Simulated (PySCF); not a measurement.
O3Se, SMILES [O-][Se+2]([O-])=O. Atoms are numbered in the order given.

```xyz
4

Se     0.0000     0.0000     0.0000
O      1.6066     0.0000     0.0000
O     -0.8033     1.3913     0.0000
O     -0.8033    -1.3913     0.0000
```
Charge 0, spin multiplicity 1.

The structure is a stationary point at B3LYP-D3(BJ)/def2-SVP.

Two levels are set side by side: PBE/pcSseg-2 (PySCF) and KT2/pcSseg-2 (PySCF). GIAO shifts against H2O (¹⁷O), Me2Se (⁷⁷Se) at the same level; non-relativistic, no solvent, atoms listed together averaged. Differences are taken from unrounded values.

```csv
quantity,KT2
δ(⁷⁷Se) of Se1 (ppm),1141.0
"δ(¹⁷O) of O2, O3, O4 (ppm)",560.3
```

What does PBE give, and how far is it from KT2? (An estimate is asked for; the answer gives what the named calculation found.)


| quantity | PBE | PBE minus KT2 |
|---|---|---|
| δ(⁷⁷Se) of Se1 (ppm) | 1142.5 | 1.5 |
| δ(¹⁷O) of O2, O3, O4 (ppm) | 575.0 | 14.7 |

Rough cost on one machine, each run with all the roots and properties that it gave: KT2 against PBE within a factor of 2.
